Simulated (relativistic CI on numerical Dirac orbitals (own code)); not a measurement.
# Charge states of scandium

Computed by Dirac-Coulomb-Breit CI, KLI orbitals optimised for each configuration, QED by a radiative potential, valence Slater integrals scaled by 0.9 (own radial code, finite nucleus).

Each species is treated in one configuration, given outside its closed core. Radial values are for the open shell of highest l, unscaled and averaged over j; ζ includes the Breit term. Labels give the leading LS character, summed over repeated terms.

```
  Ion  Configuration  Its lowest level  LS weight (%)  ζ (cm⁻¹)  Next level  E (cm⁻¹)  ⟨r⟩ (bohr)  ⟨r²⟩ (bohr²)
   Sc         3d 4s2                 ?              ?         ?           ?         ?           ?             ?
  Sc+          3d 4s              3D_1            100     60.05        3D_2     56.97       1.704         3.809
 Sc2+             3d            2D_3/2            100     64.55      2D_5/2    162.53       1.542         2.981
 Sc3+        3s2 3p6              1S_0            100                                                          
 Sc4+        3s2 3p5           2P°_3/2            100      2912     2P°_1/2    4374.4       1.094         1.389
 Sc5+        3s2 3p4              3P_2             99      3144        3P_1    3371.5       1.058         1.296
 Sc6+        3s2 3p3           4S°_3/2            100      3385     2D°_3/2     31396       1.026         1.214
 Sc7+        3s2 3p2              3P_0             99      3635        3P_1    2277.6       0.996         1.143
 Sc8+         3s2 3p           2P°_1/2            100      3892     2P°_3/2    5852.3      0.9687          1.08
 Sc9+            3s2              1S_0            100                                                          
Sc10+             3s            2S_1/2            100                                      0.9097        0.9396
Sc11+        2s2 2p6              1S_0            100                                                          
Sc12+        2s2 2p5           2P°_3/2            100     25150     2P°_1/2     37823      0.2935        0.1053
Sc13+        2s2 2p4              3P_2             96     26540        3P_1     31351      0.2865           0.1
Sc14+        2s2 2p3           4S°_3/2             97     28000     2D°_3/2    103990      0.2799       0.09518
Sc15+        2s2 2p2              3P_0             97     29520        3P_1     22681      0.2737       0.09077
Sc16+         2s2 2p           2P°_1/2            100     31100     2P°_3/2     46772      0.2679       0.08679
Sc17+            2s2              1S_0            100                                                          
Sc18+             2s            2S_1/2            100                                      0.3014        0.1061
Sc19+            1s2              1S_0            100
```

**Question.** Fill in the row of Sc.

**Answer.** Its lowest level 2D_3/2; LS weight (%) 100; ζ (cm⁻¹) 59.32; Next level 2D_5/2; E (cm⁻¹) 149.28; ⟨r⟩ (bohr) 1.873; ⟨r²⟩ (bohr²) 4.874.

With one configuration, terms of near-neutral atoms and ions can be 10 to 25 % off, and close levels can change places.

At low charge ζ of a weakly bound d or f electron comes out too small.
